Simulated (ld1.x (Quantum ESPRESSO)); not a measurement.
# What one change does to a pseudopotential (W, TM)

ld1.x (Quantum ESPRESSO) 7.5 input, shortened:

```
&input
   title='W', zed=74., rel=1, dft='REVPBE', iswitch=3,
   config='[Xe] 4f14 5d4 6s2 6p0'
 /
 &inputp
   pseudotype=2, tm=.true., lloc=-1, rcloc=2.20,
   nlcc=.true., new_core_ps=.true.
 /
3
6S  1  0   2.00   0.00  2.65  2.65  0.0
6P  2  1   0.00   0.00  3.40  3.40  0.0
5D  3  2   4.00   0.00  2.10  2.10  0.0
 &test
   configts(1)='5d4 6s2 6p0'
 /
```

All-electron outer shells of the reference configuration (revPBE, scalar-relativistic, ld1.x):

```tsv
shell	level (eV)	outermost node (bohr)	outermost maximum (bohr)
5p	-43.16	0.57	1.09
4f	-33.16	–	0.43
6s	-5.65	1.28	2.67
5d	-4.43	0.63	1.49
6p	-1.33	1.54	3.75
```

Change: local potential all-electron potential smoothed inside 1.88 bohr (lloc = -1).

Cutoffs: the cutoffs (Ry, on a coarse ladder) from which the occupation-weighted sum of valence levels, in a spherical-Bessel basis at the reference potential, stays within 10 and 1 mRy of its value at 400 Ry; they do not see the model core or the augmentation charge, which bear on the density cutoff. Errors are all-electron minus pseudo energies relative to the spin-unpolarised reference configuration.

Question: How do hardness, ghosts and transferability respond?

Answer: The potential gets neither clearly harder nor softer (30 Ry and 35 Ry → 30 Ry and 35 Ry); the bound ghosts move from s to p, s; the errors of the 7 common tests hardly move. In the separable form a ghost depends on how the local part lies against the semilocal potential of the channel, so the choice of the local part can create or remove one.

| quantity | base | changed |
| --- | --- | --- |
| cutoff, loose | 30 Ry | 30 Ry |
| cutoff, tight | 35 Ry | 35 Ry |
| loose cutoff by channel (10 mRy a level) | s 10 Ry, d 25 Ry | s 6 Ry, d 25 Ry |
| bound ghosts | s | s, p |
| error for 5d4 6s1 6p0, meV [ΔE 8.80 eV] | -14 | -13 |
| error for 5d4 6s0 6p0, meV [ΔE 24.35 eV] | -59 | -59 |
| error for 5d3 6s0 6p0, meV [ΔE 49.63 eV] | -139 | -131 |
| error for 5d5 6s0 6p0, meV [ΔE 9.58 eV] | -126 | -124 |
| error for 5d5 6s1 6p0, meV [ΔE 1.53 eV] | -58 | -53 |
| error for 5d2 6s0 6p0, meV [ΔE 86.73 eV] | -595 | -572 |
| error for 5d4.5 6s1.5 6p0, meV [ΔE 0.69 eV] | -17 | -16 |
| s: phases at 3.68 bohr within 0.05 rad from the reference energy up to (Ry; the scan ends near 5) | 1.7 | 1.3 |
| p: phases at 3.68 bohr within 0.05 rad from the reference energy up to (Ry; the scan ends near 5) | 0.4 | n/a |
| d: phases at 3.68 bohr within 0.05 rad from the reference energy up to (Ry; the scan ends near 5) | 4.5 | 4.4 |

Base: These tests converged, but a pseudo level misses the all-electron one widely, so the file describes the atom poorly there or has found another state: 5d2 6s0 6p0: empty 6p by 5.6 eV (a node warning on the way). Changed file: These tests converged, but a pseudo level misses the all-electron one widely, so the file describes the atom poorly there or has found another state: 5d4 6s0 6p0: empty 6p by 3.2 eV; 5d2 6s0 6p0: empty 6s by 5.2 eV. A true bound ghost makes a file unfit for plane-wave use even where its test errors are small: the radial tests pick states by their node count and pass the ghost by.
